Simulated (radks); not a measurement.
Values are calculated unless marked as measured or tabulated.
Q: All-electron atom: Ga I in [Ar] 3d10 4s2 4p1. Level of theory: scalar-relativistic Kohn-Sham, LDA (Slater exchange, Perdew-Zunger correlation), spin-polarised, spherical densities, finite nucleus; open shells are filled with parallel spins first; Fermi nuclear charge, rms radius 3.9973 fm (a radial shooting solver on a logarithmic mesh with Libxc functionals). Some entries of the table are withheld. Estimate them.

orbital  occ.  eigenvalue (eV)  <1/r> (bohr^-1)
1s up       1        -10210.52            31.25
1s down     1        -10210.50            31.25
2s up       1        -1259.993            6.833
2s down     1        -1259.988            6.833
2p up       3        -1098.160            6.710
2p down     3        -1098.147            6.710
3s up       1        -147.3750            2.183
3s down     1        -147.3575            2.183
3p up       3         -98.6036            2.031
3p down     3         -98.5803            2.031
3d up       5         -19.3722              (1)
3d down     5         -19.3077              (2)
4s up       1          -9.3779           0.5610
4s down     1          -8.8448           0.5644
4p up       1              (3)           0.3916
4p down     0              (4)           0.3861
5s up       0          -0.4048           0.1505
5s down     0          -0.2738           0.1351

A: 
(1) 3d up <1/r> (bohr^-1): 1.648
(2) 3d down <1/r> (bohr^-1): 1.651
(3) 4p up eigenvalue (eV): -2.9487
(4) 4p down eigenvalue (eV): -2.4019
